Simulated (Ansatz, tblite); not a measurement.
Removing and adding an electron: K2F2 (the lowest singlet isomer of a short search). Total charge 0; singlet. Geometry: PBE0-D4/def2-TZVP. Ansatz, gas phase; energy differences of separate SCF runs; the oxidised species was run as a doublet alone; the reduced species was run as a doublet alone.

```tsv
atom	x (Å)	y (Å)	z (Å)
K1	-0.859	-0.889	-1.228
K2	0.859	0.889	1.228
F3	1.408	-0.492	-0.629
F4	-1.408	0.492	0.629
```

The xTB rows come from tblite. Correlated methods freeze 12 core orbitals; core or outer-core shells of K are correlated, in sets that lack core-valence functions. In CCSD on the charge 1 doublet the largest single amplitude is 0.15, so its Hartree–Fock determinant may place the open shell otherwise than the density functionals do. HOMO above LUMO, or a gap near zero within one spin, warns that the state may not be the lowest or that an electron is smeared out. The structure comes from a short search, and lower isomers may exist.

```json
{"level": "GFN1-xTB", "−HOMO (eV)": "10.26", "vertical IE (eV)": "13.34", "−LUMO (eV)": "7.02", "vertical EA (eV)": "5.29", "HOMO–LUMO gap (eV)": "3.24", "IE − EA (eV)": "8.05", "remarks": "–"}
{"level": "GFN2-xTB", "−HOMO (eV)": "9.03", "vertical IE (eV)": "–", "−LUMO (eV)": "7.66", "vertical EA (eV)": "3.75", "HOMO–LUMO gap (eV)": "1.38", "IE − EA (eV)": "–", "remarks": "–"}
{"level": "HF/def2-TZVPP", "−HOMO (eV)": "–", "vertical IE (eV)": "8.31", "−LUMO (eV)": "–", "vertical EA (eV)": "–", "HOMO–LUMO gap (eV)": "–", "IE − EA (eV)": "–", "remarks": "–"}
{"level": "PBE-D4/def2-TZVP", "−HOMO (eV)": "5.12", "vertical IE (eV)": "8.91", "−LUMO (eV)": "0.91", "vertical EA (eV)": "–", "HOMO–LUMO gap (eV)": "4.21", "IE − EA (eV)": "–", "remarks": "–"}
{"level": "PBE-D4/def2-TZVPD", "−HOMO (eV)": "5.22", "vertical IE (eV)": "–", "−LUMO (eV)": "0.88", "vertical EA (eV)": "0.12", "HOMO–LUMO gap (eV)": "4.34", "IE − EA (eV)": "–", "remarks": "HOMO above zero (-1 doublet), gap within one spin near zero (-1 doublet)"}
{"level": "r2SCAN-D4/def2-TZVP", "−HOMO (eV)": "5.42", "vertical IE (eV)": "9.01", "−LUMO (eV)": "0.27", "vertical EA (eV)": "–", "HOMO–LUMO gap (eV)": "5.15", "IE − EA (eV)": "–", "remarks": "–"}
{"level": "r2SCAN-D4/def2-TZVPD", "−HOMO (eV)": "5.51", "vertical IE (eV)": "–", "−LUMO (eV)": "0.26", "vertical EA (eV)": "-0.04", "HOMO–LUMO gap (eV)": "5.25", "IE − EA (eV)": "–", "remarks": "HOMO above zero (-1 doublet), gap within one spin near zero (-1 doublet)"}
{"level": "PBE0-D4/def2-TZVP", "−HOMO (eV)": "6.96", "vertical IE (eV)": "9.37", "−LUMO (eV)": "0.42", "vertical EA (eV)": "–", "HOMO–LUMO gap (eV)": "6.55", "IE − EA (eV)": "–", "remarks": "–"}
{"level": "PBE0-D4/def2-TZVPD", "−HOMO (eV)": "7.04", "vertical IE (eV)": "–", "−LUMO (eV)": "0.41", "vertical EA (eV)": "0.02", "HOMO–LUMO gap (eV)": "6.64", "IE − EA (eV)": "–", "remarks": "HOMO above zero (-1 doublet)"}
{"level": "MP2/def2-TZVPP", "−HOMO (eV)": "–", "vertical IE (eV)": "10.45", "−LUMO (eV)": "–", "vertical EA (eV)": "–", "HOMO–LUMO gap (eV)": "–", "IE − EA (eV)": "–", "remarks": "–"}
{"level": "CCSD/def2-TZVPP", "−HOMO (eV)": "–", "vertical IE (eV)": "10.04", "−LUMO (eV)": "–", "vertical EA (eV)": "–", "HOMO–LUMO gap (eV)": "–", "IE − EA (eV)": "–", "remarks": "–"}
{"level": "CCSD(T)/def2-TZVPP", "−HOMO (eV)": "–", "vertical IE (eV)": "10.12", "−LUMO (eV)": "–", "vertical EA (eV)": "–", "HOMO–LUMO gap (eV)": "–", "IE − EA (eV)": "–", "remarks": "–"}
```

Relaxing the oxidised species (PBE0-D4/def2-TZVP) changes its energy by -1.50 eV at PBE0-D4/def2-TZVP, so the adiabatic ionisation energy to this nearest minimum is 7.86 eV. At PBE-D4/def2-TZVP it is 7.72 eV. In the charge 1 doublet, F3 and F4 lie 1.95 Å apart (atoms count from 1), so these atoms are partly bonded to each other.    A HOMO above zero means that the electron is unbound at that level or that self-interaction error raises the level; the energy of removing that electron tells which. Raw xTB energy differences between charge states are shifted by several eV; the methods need an empirical correction for them. A negative affinity means that the extra electron isn't bound; its size then hangs on the basis.
